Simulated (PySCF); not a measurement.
Ti(Cl)3(OH) cation (Cl₃HOTi), SMILES [OH][Ti]([Cl])([Cl])[Cl] (connectivity only; charge and spin as stated), charge +1, multiplicity 2.

Geometry optimised at PBE0-D3(BJ)/def2-SVP. The geometry has at least one imaginary mode, so it is a saddle point at that level. The multiplicity is an assumed one; no other spin state was optimised. The isomer is the one that the SMILES or the coordinates give; other isomers of the formula were not compared. Other conformers were not sampled.

These are PBE0-D3(BJ)/def2-SVP (PySCF 2.14.0) values and carry that method's errors.

Frequencies are harmonic and unscaled.

Modes within 1.5 cm⁻¹ of each other (mostly degenerate sets) share a row, with their intensities summed.

```
mode  ν (cm⁻¹)  IR (km/mol)  moving atoms (share of kinetic energy)
----  --------  -----------  --------------------------------------
1–2       124i         40.1                        Cl 66 %, Ti 31 %
3          114          1.5                Cl 61 %, Ti 27 %, O 11 %
4–5        144          0.3                 Cl 40 %, O 38 %, H 18 %
6–7        232         18.3                Cl 46 %, Ti 31 %, O 19 %
8–9        343        408.9                 H 72 %, Cl 12 %, O 11 %
10         397         16.2                        Cl 77 %, Ti 16 %
11         950        173.7                         O 67 %, Ti 29 %
12        3811        923.4                                  H 94 %
```
